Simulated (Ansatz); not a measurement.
Li3N, relaxed as a singlet with RKS PBE0-D4/def2-TZVP in Ansatz, starting from the GFN2-xTB geometry. Force threshold 0.02 eV/Å.

The structure comes from a short search, and lower isomers may exist.

Start:

```xyz
4

Li   -0.076    1.020    0.146
Li   -0.686   -1.636    0.151
Li    2.055    0.717   -0.845
N    -1.294   -0.102    0.548
```

Question: Estimate the energy that the relaxation releases and the steps that it takes.

Answer: 346.5 kJ/mol, in 10 steps; 7 s on 4 threads of Arm Neoverse V1 on a shared host. No frequencies were taken in this run, so the end may be a saddle point.

Question: Does the start keep its bonding and symmetry?

Answer: Bonds formed: Li3–N4 (atoms count from 1). Metal–metal contacts that move far: Li1–Li3 2.37 to 2.97 Å. The end is the same structure that another start reached, the lowest one found. Point group Cs at the start, Cs at the end, both within 0.05 Å.

Question: Predict the relaxed structure.

Answer: 
| atom | x (Å) | y (Å) | z (Å) |
| --- | --- | --- | --- |
| Li1 | -0.786 | 1.438 | 0.523 |
| Li2 | -0.761 | -1.533 | 0.196 |
| Li3 | 1.554 | 0.096 | -0.717 |
| N4 | -0.007 | -0.001 | -0.003 |
Bond lengths (bridged metal pairs left out): 3 × Li–N 1.72 Å.
